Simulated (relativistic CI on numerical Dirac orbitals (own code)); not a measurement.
One change at a time: Re XXXIII

Base calculation: Dirac-Coulomb-Breit CI, KLI orbitals optimised for each configuration, model QED (radiative potential, 1s self-energy scaled to tabulated hydrogen-like ionisation energies), unscaled Slater integrals.

Configurations in the expansion (outside the closed core [Ar] 3d10): 4s²4p⁶4d⁷, 4s²4p⁵4d⁸, 4s²4p⁶4d⁶4f, 4s4p⁶4d⁸, 4s²4p⁵4d⁷4f, 4s4p⁶4d⁷4f, 4s²4p⁶4d⁶5s, 4s²4p⁶4d⁵4f5s, 4s²4p⁶4d⁶5p, 4s²4p⁵4d⁷5s, 4s²4p⁶4d⁶5f, 4s²4p⁶4d⁵5s5p, 4p⁶4d⁸4f, 4s²4p⁶4d⁶6s, 4s4p⁶4d⁷5s, 4p⁶4d⁹, 4p⁵4d¹⁰, 4p⁵4d⁹4f, 4s²4p⁶4d⁵5s², 4s²4p⁶4d⁴4f5s², 4s²4p⁵4d⁵4f5s², 4s4p⁶4d⁵4f5s², 4p⁶4d⁸5s, 4p⁵4d⁹5s, 4p⁵4d⁸4f5s, 4p⁶4d⁷5s², 4p⁵4d⁸5s², 4p⁶4d⁶4f5s², 4p⁵4d⁷4f5s². Double excitations out of closed p, d and f shells are left out; levels of such configurations are missing from the list, as are those of other unlisted configurations, and high levels can miss mixing partners.

The lowest level and the first level of each name with at least 55 % of one term (blank where a level has no safe partner in the second run):

```json
{"Level": "4s²4p⁶4d⁷ ⁴F9/2", "Base (cm⁻¹)": "0", "Shift (cm⁻¹)": "0"}
{"Level": "4s²4p⁶4d⁷ ⁴F7/2", "Base (cm⁻¹)": "135841", "Shift (cm⁻¹)": "+1040"}
{"Level": "4s²4p⁶4d⁷ ⁴P5/2", "Base (cm⁻¹)": "174016", "Shift (cm⁻¹)": "-2452"}
{"Level": "4s²4p⁶4d⁷ ²H11/2", "Base (cm⁻¹)": "188052", "Shift (cm⁻¹)": "-4380"}
{"Level": "4s²4p⁶4d⁷ ²F5/2", "Base (cm⁻¹)": "227258", "Shift (cm⁻¹)": "-8758"}
{"Level": "4s²4p⁶4d⁷ ²D3/2", "Base (cm⁻¹)": "285548", "Shift (cm⁻¹)": "-12714"}
{"Level": "4s²4p⁵4d⁸ ⁴G°11/2", "Base (cm⁻¹)": "1497134", "Shift (cm⁻¹)": "+8937"}
```

At this charge energies of transitions that change n are usually good to better than 1 %, and those within a shell (Δn = 0) to a few per cent. Terms inside the open d or f shell come out 10 to 20 % too wide with unscaled integrals.

One thing was changed in a second run, which moved the levels as shown. Which?
A. configuration mixing switched off
B. Breit term removed
C. QED terms removed
D. valence Slater integrals scaled by 0.9

D. Valence Slater integrals scaled by 0.9. Scaling acts on the splittings between terms and on the mixing, and leaves the fine structure of pure LS terms nearly alone; in jj coupling it moves the levels of one term differently.

LS names give the leading component of a level, which can be under half, so a name can repeat, a term be missing and a line seem to break the LS rules.
